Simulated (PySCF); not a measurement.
## [Ce(NH2)4]− at several levels of theory

Computed with PySCF 2.14.0 (density fitting, no spin-orbit coupling) at the geometry relaxed with PBE0:

```xyz
13
[Ce(NH2)4]− (singlet in the valence; each metal's 4f electrons, 1 of them, lie in its core potential, out of spins and levels)
Ce   -0.0001    0.0000    0.0000
N     1.4165    1.2940    1.3918
H     1.3928    1.4756    2.3962
H     2.2780    1.7362    1.0623
N    -1.4167   -1.3918    1.2939
H    -2.2784   -1.0626    1.7360
H    -1.3921   -2.3964    1.4759
N     1.4165   -1.2940   -1.3918
H     2.2780   -1.7362   -1.0623
H     1.3928   -1.4756   -2.3962
N    -1.4167    1.3918   -1.2939
H    -1.3921    2.3964   -1.4759
H    -2.2784    1.0626   -1.7360
```

```json
{"level": "PBE0", "basis": "Ce lcecp-1-SVP with ECP47, N def2-SVP, H def2-SVP", "state": "singlet", "HOMO (eV)": "-1.17", "gap (eV)": "4.68", "charge on Ce1 (e)": "0.73", "population of f-type functions on Ce1 (polarisation alone where 4f lies in the core)": "0.06", "dipole about the centre of mass (D)": "0.00", "largest force component (eV/Å)": "0.01"}
{"level": "B3LYP", "basis": "the same", "state": "singlet", "HOMO (eV)": "-0.93", "gap (eV)": "4.20", "charge on Ce1 (e)": "0.65", "population of f-type functions on Ce1 (polarisation alone where 4f lies in the core)": "0.06", "dipole about the centre of mass (D)": "0.00", "largest force component (eV/Å)": "0.12"}
{"level": "PBE0", "basis": "Ce lcecp-1-TZVP with ECP47, N def2-TZVP, H def2-TZVP", "state": "singlet", "HOMO (eV)": "-1.48", "gap (eV)": "4.82", "charge on Ce1 (e)": "1.50", "population of f-type functions on Ce1 (polarisation alone where 4f lies in the core)": "0.08", "dipole about the centre of mass (D)": "0.00", "largest force component (eV/Å)": "0.33"}
```

In the lcecp rows the 4f levels are missing from HOMO and gap, and the state counts the valence alone.

Charges are Mulliken's, which hang on the basis. The relaxation used the grid (50, 194), these runs (75, 302) or, all-electron (x2c bases, spin-free X2C Hamiltonian), (99, 590).

**Question.** What does BP86 with Ce lcecp-1-SVP with ECP47, N def2-SVP, H def2-SVP give here?

**Answer.** state singlet, HOMO (eV) 0.06, gap (eV) 2.97, charge on Ce1 (e) 0.47, population of f-type functions on Ce1 (polarisation alone where 4f lies in the core) 0.06, dipole about the centre of mass (D) 0.00, largest force component (eV/Å) 0.46. Time: 9.9 s on 2 threads of Arm Neoverse V2 (shared host), from an already converged density.

In the first row's basis the gap widens with exact exchange: 3.0 eV for BP86 (none); 4.2 to 4.7 eV for B3LYP, PBE0 (a fixed share).

No frequency check is given that shows the relaxed geometry to be a minimum, and it was reached by following one of several unstable modes of a saddle point. An lcecp potential fixes the number of 4f electrons, so in runs with it no electron can move into or out of that shell.

The highest filled level of some runs lies above zero, as often for anions with such functionals and bases.
